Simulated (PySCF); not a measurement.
# Correlation energy of Co (cobalt, neutral)

[Ar] 3d7 4s1 5s1, high-spin 6F determinant (an excited configuration). Calculation: PySCF 2.14, in x2c-TZVPPall with one added diffuse shell each of s, p, d, f type (7s6p5d3f1g, 80 functions); the spin-free X2C one-electron Hamiltonian (Gaussian nucleus). Frozen: [Ar]; 9 electrons correlated.

```json
{"level": "CCSD", "correlation energy (mhartree)": "-209.23"}
{"level": "(T)", "correlation energy (mhartree)": "-5.48"}
{"level": "CCSD(T)", "correlation energy (mhartree)": "-214.71"}
```

Diagnostics: T1 = 0.014, D1 = 0.0434, largest double amplitude 0.057.

The outer electron is Rydberg-like, and this basis confines it to a smaller radius and binds it less than a complete one would.

Cost of the coupled-cluster step: of the order of 27 core-seconds, for 9 correlated electrons.

Iterations:

```
CC2 = 0
CCSD nocc = (np.int64(7), np.int64(2)), nmo = (71, 71)
frozen orbitals [[0, 1, 2, 3, 4, 5, 6, 7, 8], [0, 1, 2, 3, 4, 5, 6, 7, 8]]
max_cycle = 100
direct = 0
conv_tol = 1e-08
conv_tol_normt = 1e-06
diis_space = 8
diis_start_cycle = 0
Init t2, MP2 energy = -0.209673006870674
Init E_corr(UCCSD) = -0.209673006872512
cycle = 1  E_corr(UCCSD) = -0.205029944111886  dE = 0.00464306276  norm(t1,t2) = 0.0517951
cycle = 2  E_corr(UCCSD) = -0.208406995191028  dE = -0.00337705108  norm(t1,t2) = 0.0194384
cycle = 3  E_corr(UCCSD) = -0.208580750001422  dE = -0.00017375481  norm(t1,t2) = 0.010166
cycle = 4  E_corr(UCCSD) = -0.209232359342849  dE = -0.000651609341  norm(t1,t2) = 0.00448194
cycle = 5  E_corr(UCCSD) = -0.209234376105052  dE = -2.0167622e-06  norm(t1,t2) = 0.000853805
cycle = 6  E_corr(UCCSD) = -0.209224595254964  dE = 9.78085009e-06  norm(t1,t2) = 0.000309275
cycle = 7  E_corr(UCCSD) = -0.209231167020095  dE = -6.57176513e-06  norm(t1,t2) = 0.000145684
cycle = 8  E_corr(UCCSD) = -0.209233338234142  dE = -2.17121405e-06  norm(t1,t2) = 4.60123e-05
cycle = 9  E_corr(UCCSD) = -0.209233219949261  dE = 1.18284882e-07  norm(t1,t2) = 2.41772e-05
cycle = 10  E_corr(UCCSD) = -0.209233134586791  dE = 8.53624701e-08  norm(t1,t2) = 3.42881e-05
cycle = 11  E_corr(UCCSD) = -0.209233459782987  dE = -3.25196196e-07  norm(t1,t2) = 2.92204e-05
cycle = 12  E_corr(UCCSD) = -0.209233210230067  dE = 2.4955292e-07  norm(t1,t2) = 1.10226e-05
cycle = 13  E_corr(UCCSD) = -0.209233247832208  dE = -3.76021418e-08  norm(t1,t2) = 5.64598e-06
cycle = 14  E_corr(UCCSD) = -0.209233165690575  dE = 8.21416336e-08  norm(t1,t2) = 2.88197e-06
cycle = 15  E_corr(UCCSD) = -0.209233166321649  dE = -6.31074137e-10  norm(t1,t2) = 1.1281e-06
cycle = 16  E_corr(UCCSD) = -0.209233180077781  dE = -1.37561317e-08  norm(t1,t2) = 4.37948e-07
cycle = 17  E_corr(UCCSD) = -0.209233182241048  dE = -2.16326715e-09  norm(t1,t2) = 2.28988e-07
UCCSD converged
E(UCCSD) = -1391.921221174768  E_corr = -0.2092331822410478
UCCSD(T) correction = -0.0054825923515849
```
